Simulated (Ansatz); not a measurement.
CH₈O₂Si₂, SMILES `C[Si](O)(O)[SiH3]`. Total charge 0; spin multiplicity 1. All single points use the PBE0-D4/def2-TZVP geometry. It is one conformer, not always the lowest.

```xyz
13

C     0.676    1.297    1.064
Si   -0.165    0.336   -0.284
O     0.602    0.811   -1.668
O    -1.786    0.646   -0.349
Si   -0.061   -1.994   -0.015
H     0.591    2.372    0.879
H     1.740    1.050    1.108
H     0.230    1.079    2.037
H     0.322    0.397   -2.486
H    -2.061    1.564   -0.398
H    -0.827   -2.443    1.179
H     1.354   -2.431    0.149
H    -0.614   -2.682   -1.216
```

Problem. What is the dipole moment at B3LYP/def2-TZVPP? (Estimate.)

Solution. Ansatz gave: 1.30 D, with components (-0.26, 1.24, -0.29) D in this frame, pointing from negative to positive charge.

Problem. And with PBE, r2SCAN, ωB97M-V? (An estimate is asked.)

Solution. Computed: PBE 1.36 D, r2SCAN 1.36 D, ωB97M-V 1.33 D.

Problem. Give the Mulliken charges with B3LYP, ωB97M-V, PBE in def2-TZVPP. (Best estimate.)

Solution. The calculation gave: 
```json
{"atom": "C1", "B3LYP": "-0.40", "ωB97M-V": "-0.46", "PBE": "-0.38"}
{"atom": "Si2", "B3LYP": "0.62", "ωB97M-V": "0.57", "PBE": "0.51"}
{"atom": "O3", "B3LYP": "-0.39", "ωB97M-V": "-0.37", "PBE": "-0.35"}
{"atom": "O4", "B3LYP": "-0.39", "ωB97M-V": "-0.37", "PBE": "-0.35"}
{"atom": "Si5", "B3LYP": "0.09", "ωB97M-V": "-0.01", "PBE": "0.02"}
{"atom": "H6", "B3LYP": "0.09", "ωB97M-V": "0.12", "PBE": "0.10"}
{"atom": "H7", "B3LYP": "0.11", "ωB97M-V": "0.13", "PBE": "0.11"}
{"atom": "H8", "B3LYP": "0.10", "ωB97M-V": "0.12", "PBE": "0.11"}
{"atom": "H9", "B3LYP": "0.18", "ωB97M-V": "0.18", "PBE": "0.19"}
{"atom": "H10", "B3LYP": "0.18", "ωB97M-V": "0.17", "PBE": "0.18"}
{"atom": "H11", "B3LYP": "-0.06", "ωB97M-V": "-0.02", "PBE": "-0.05"}
{"atom": "H12", "B3LYP": "-0.06", "ωB97M-V": "-0.02", "PBE": "-0.05"}
{"atom": "H13", "B3LYP": "-0.07", "ωB97M-V": "-0.03", "PBE": "-0.05"}
```

B3LYP here is the variant with VWN-RPA as its local correlation; programs differ in this.
